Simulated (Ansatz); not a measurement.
Reaction (redistribution): `N[SiH]1CS1` + `C[CH2][SnH]([F])[F]` → `N[Si]1(F)CS1` + `C[CH2][SnH2][F]`

Computed with Ansatz on PBE0-D4/def2-TZVP structures; ΔE is electronic, products minus reactants. CCSD(T)/CBS is the MP2 limit (def2-TZVPP, def2-QZVPP) plus CCSD(T) − MP2 in def2-TZVPP, frozen cores. DFT in def2-TZVPP. B3LYP here is the variant with VWN-RPA as its local correlation; programs differ in this. Elements past krypton have def2 core potentials. For Sn outer-core shells are correlated without core-valence functions, which leaves a few kJ/mol of doubt a bond. Each species was taken in one conformer, which may not be the lowest.

```tsv
level	ΔE (kJ/mol)	difference from CCSD(T)/CBS
PBE-D4	-58.5	7.7
r2SCAN-D4	-66.8	-0.6
PBE0-D4	-67.5	-1.3
B3LYP-D4	-66.9	-0.7
PBE	-57.7	8.5
r2SCAN	-66.6	-0.4
PBE0	-66.9	-0.7
B3LYP	-65.6	0.6
HF/def2-TZVPP	-78.6	-12.4
SCS-MP2/def2-TZVPP	-70.9	-4.7
CCSD/def2-TZVPP	-75.8	-9.6
CCSD(T)/def2-TZVPP	-73.2	-7.0
HF/def2-QZVPP	-76.4	-10.2
MP2/def2-QZVPP	-67.5	-1.3
SCS-MP2/def2-QZVPP	-66.5	-0.3
HF/CBS(def2)	-76.1	-9.9
CCSD(T)/CBS	-66.2	0
```

Largest T1 diagnostic among the species: 0.013.

From PBE to PBE0 (25 % exact exchange), in def2-TZVPP and without D4, ΔE moves by −9.2 kJ/mol. In def2-TZVPP, CCSD(T) changes the Hartree–Fock value by +5.3 kJ/mol (the triples alone add +2.6 kJ/mol) and MP2 by +6.3 kJ/mol.
